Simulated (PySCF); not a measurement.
## Spinor energies of Rh⁺ (rhodium, charge +1)

Start: [Kr] 4d7 5p1; 4d3/2 filled at m_j = +1/2, +3/2; 4d5/2 filled at m_j = -3/2, -1/2, +1/2, +3/2, +5/2; 5p3/2 filled at m_j = +3/2. Calculated with PySCF 2.14 in x2c-TZVPall-2c (8s9p7d1f, 77 functions): generalised Hartree-Fock with the X2C-1e Hamiltonian and a Gaussian nucleus; one run each with spin-orbit coupling (SO) switched off, then screened by Boettger's factors. This is a chosen level, not necessarily the ground level.

| spinor shell | electrons | ε, spin-free (eV) | ε, screened SO (eV) | weight of nominal j (screened SO) | rms radius, screened SO (bohr) |
| --- | --- | --- | --- | --- | --- |
| 1s1/2 | 2 | -23355.8 | -23354.2 | 1.000 | 0.0374 |
| 2s1/2 | 2 | -3479.5 | -3479.1 | 1.000 | 0.154 |
| 2p1/2 | 2 | -3113.0 | -3213.1 | 1.000 | 0.134 |
| 2p3/2 | 4 | -3113.0 | -3066.4 | 1.000 | 0.138 |
| 3s1/2 | 2 | -668.13 | -668.01 | 1.000 | 0.415 |
| 3p1/2 | 2 | -544.51 | -562.40 | 1.000 | 0.411 |
| 3p3/2 | 4 | -544.51 | -536.15 | 1.000 | 0.422 |
| 3d3/2 | 4 | -347.09 | -350.36 | 0.992 | 0.401 |
| 3d5/2 | 6 | -347.09 | -344.79 | 0.995 | 0.405 |
| 4s1/2 | 2 | -114.47 | -114.47 | 1.000 | 1.05 |
| 4p1/2 | 2 | -76.877 | -81.923 | 0.831 | 1.15 |
| 4p3/2 | 4 | -76.877 | -74.471 | 0.915 | 1.16 |
| 4d5/2 | 5 | -25.153 | -25.978 | 0.539 | 1.57 |
| 4d3/2 | 2 | -25.153 | -23.303 | 0.632 | 1.59 |
| 5p3/2 | 1 | -9.975 | -9.899 | 1.000 | 4.24 |

```csv
quantity,spin-free,screened SO
E (hartree),-4780.35435,-4781.10400
M_J,6,6
⟨J²⟩,42.007,42.009
⟨L²⟩,20.007,20.207
⟨S²⟩,6.001,5.937
```

Each row is a mean over spinors that exchange with the open shell spreads, by up to 8.954 eV (4p3/2).

Rows whose weight is well below 1 are mixtures of j = l ± 1/2: exchange outweighs spin-orbit coupling there, and the label is only the starting occupation.

Breit and QED terms are absent; they matter most for the inner s and p1/2 levels.

Densities and radii are taken from the X2C orbitals without a picture-change correction, which distorts them close to the nucleus.

Without spin-orbit coupling the j labels of p, d and f shells carry no meaning; the spin-free column gives the mean over the occupied spinors of each nl shell.
